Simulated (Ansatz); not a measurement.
BH$_{7}$O$_{3}$Si$_{2}$, SMILES `OB(O[SiH3])O[SiH3]` at its PBE0-D4/def2-TZVP geometry, where that method's forces vanish. Total charge 0; spin multiplicity 1.

```xyz
13

O    -1.8688   -1.8834    0.6655
B    -0.9476   -0.9419    0.3239
O     0.0126   -1.3064   -0.5654
Si    1.4832   -0.8866   -1.1471
O    -1.0303    0.3090    0.8785
Si   -0.3696    1.7992    0.6748
H    -2.5167   -1.5377    1.2830
H     1.3300   -0.2315   -2.4694
H     2.1649    0.0472   -0.2100
H     2.2940   -2.1193   -1.2876
H     0.7467    1.9922    1.6326
H    -1.4321    2.7994    0.9365
H     0.1335    1.9598   -0.7153
```

What forces (eV/Å) does r2SCAN-D4/def2-TZVPP give on these atoms in the Gaussian-basis code of Ansatz? (An estimate is asked.)

The calculation gave: 
```
O1  -0.093 -0.135  0.019
B2  -0.009  0.008  0.009
O3   0.073 -0.057 -0.093
Si4  0.050  0.010 -0.026
O5  -0.021  0.116  0.072
Si6  0.021  0.057  0.004
H7  -0.014  0.010  0.015
H8   0.015 -0.016  0.029
H9  -0.006 -0.021 -0.023
H10 -0.013  0.034  0.000
H11 -0.024  0.007 -0.025
H12  0.031 -0.018 -0.010
H13 -0.010  0.005  0.029
```
